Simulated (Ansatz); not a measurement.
**Reading a saddle point**

A first-order saddle point of GaH4O2F, closed shell, PBE0-D4/def2-TZVP, with one imaginary mode of 1009i cm⁻¹:

```
atom    x (Å)    y (Å)    z (Å)
 Ga1  -0.2423  -0.1277  -0.1891
  H2   1.3149  -0.6587   0.4751
  O3  -0.2403   0.2122  -1.9220
  O4  -1.6665  -0.8134   0.5981
  H5   1.2409   0.3085   0.8281
  F6   0.6259   1.3117   0.8898
  H7   0.5556   0.6491  -2.2313
  H8  -1.5880  -0.8819   1.5516
```

Program: Ansatz 0.2.0. Basis: def2-TZVPP and def2-QZVPP. Cores are frozen in the correlated methods. Filled d shells of the heavier atoms are correlated. The def2 sets are not built for correlating such inner shells, so the correlated values are less sure here. Extrapolation: Hartree–Fock as exp(−7.88 √X), correlation as X^−2.97.

(1) Which contacts change along the imaginary mode, and what lies on either side? (A judgement: the text doesn't fix the answer.)

(2) Which side is lower, and how far does the saddle lie above each? (An estimate is asked for; the value comes from the calculation.)

No T1 diagnostic of these runs exceeds 0.015.

Answers

(1) Computed: The step is GaH₃O₂ ([OH][GaH][OH]) + HF → GaH₂O₂F ([OH][Ga]([OH])[F]) + H₂, with the molecules in contact on both sides. Shortening one way: Ga1–F6, H2–H5; lengthening the same way: Ga1–H2, H5–F6.
```tsv
pair	one side (Å)	saddle (Å)	other side (Å)
Ga1–F6	2.44	2.00	1.76
H2–H5	2.75	1.03	0.75
Ga1–H2	1.56	1.77	2.54
H5–F6	0.92	1.18	2.65
```

(2) By the calculation: The side with Ga1–F6, H2–H5 short is lower by 49.5 kJ/mol; the saddle lies 120.3 kJ/mol above it and 70.8 kJ/mol above the other (CCSD(T) at an estimated basis limit (MP2 extrapolated from triple and quadruple zeta, plus CCSD(T) − MP2 in triple zeta); electronic energies).

Labels in which every atom is bracketed show which atoms are joined, not bond orders.

For scale, one of the runs: CCSD(T)/def2-TZVPP, 197 basis functions (an equivalent command: `ansatz run in.yaml --threads 4`). Hardware: 4 CPU threads, shared host. Wall time 92 s; peak host memory 2.5 GiB.
